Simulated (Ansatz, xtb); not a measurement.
**H4Si3Te: which of two structures lies lower**

We compare X, a singlet given by its coordinates, with Y, a singlet given by its coordinates. Both are isolated molecules in the gas phase, relaxed with PBE0-D3(BJ)/def2-SVP.

X (Å):

```xyz
8

Si   -0.0773    0.4480    0.3158
Si    0.4789    2.1227   -1.1536
Si   -1.2548    2.0479   -2.7559
Te    0.0112   -0.2822   -2.1228
H     0.8684   -0.2873    1.2090
H    -1.4683    0.4581    0.8474
H     1.9418    2.4041   -1.3010
H    -2.2213    1.8406   -1.5838
```

Close contacts (Å): Si1–Si2 2.30, Si1–Te4 2.55, Si2–Si3 2.36, Si2–Te4 2.63, Si3–Te4 2.73, Si1–H5 1.49, Si1–H6 1.49, Si2–H7 1.50, Si3–H8 1.53.

Y (Å):

```xyz
8

Si   -0.8823    1.5752   -0.9949
Si    3.2078    1.9482   -0.5628
Si    1.1333    0.9588    0.0062
Te    2.6429   -0.2200   -1.6379
H    -1.6583    2.4835   -0.0937
H    -1.7250    0.3821   -1.3142
H    -0.5536    2.3000   -2.2598
H     0.9887    0.1884    1.2806
```

Close contacts (Å): Si1–Si3 2.33, Si2–Si3 2.37, Si2–Te4 2.49, Si3–Te4 2.52, Si1–H5 1.50, Si1–H6 1.50, Si1–H7 1.49, Si3–H8 1.50.

Energies in hartree; the thermal terms are from PBE0-D3(BJ)/def2-SVP harmonic frequencies (ideal gas, rigid rotor, one conformer each, 298.15 K, 1 atm) and include the zero-point energy:

```
                               X            Y
E, CCSD(T)/def2-SVP  −1136.287565  −1136.304874
    E, MP2/def2-SVP  −1136.217594  −1136.231832
  E, MP2/def2-TZVPP  −1136.954045  −1136.961555
  zero-point energy      0.035246      0.035677
       H(298 K) − E      0.043016      0.043987
       G(298 K) − E      0.002947      0.001570
```

Task: Correct the CCSD(T) difference for the basis set by the MP2 change, then work out ΔE, ΔE₀, ΔH and ΔG for X → Y in kJ/mol (1 Eh = 2625.50 kJ/mol) and the equilibrium ratio [Y]/[X].

Result: 1. Differences Y − X: CCSD(T) −0.017309, MP2 in the small set −0.014238, MP2 in the large set −0.007510 Eh.
2. ΔE = −0.017309 + (−0.007510 − (−0.014238)) = −0.010581 Eh = −27.78 kJ/mol.
3. ΔE₀ = ΔE + ΔZPE = −0.010581 + (+0.000431) Eh = −26.65 kJ/mol.
4. ΔH = ΔE + (+0.000971) Eh = −25.23 kJ/mol.
5. ΔG = ΔE + (−0.001377) Eh = −31.40 kJ/mol, so ΔS = (ΔH − ΔG)/T = +20.7 J/(mol K).
6. kT = 0.9442 mEh, so K = [Y]/[X] = exp(−ΔG/kT) = exp(+12.66) ≈ 3.2 × 10^5.

Structure Y is favoured at this temperature. An error of 4 kJ/mol in ΔG would change K by a factor of 5. The basis-set step is large, which makes the value less sure. Mirror images and further conformers aren't counted.

Other levels gave ΔE = −23.0 (PBE0-D3(BJ)/def2-SVP); −60.7 (HF/def2-SVP); −37.4 (MP2/def2-SVP); −45.4 (CCSD(T)/def2-SVP) kJ/mol. The correlated steps freeze 19 core orbitals; the filled d shell of Te is correlated, in a basis made for valence electrons. Atoms past krypton carry core potentials in the def2 sets, without spin–orbit terms. Programs: Ansatz 0.2.0.
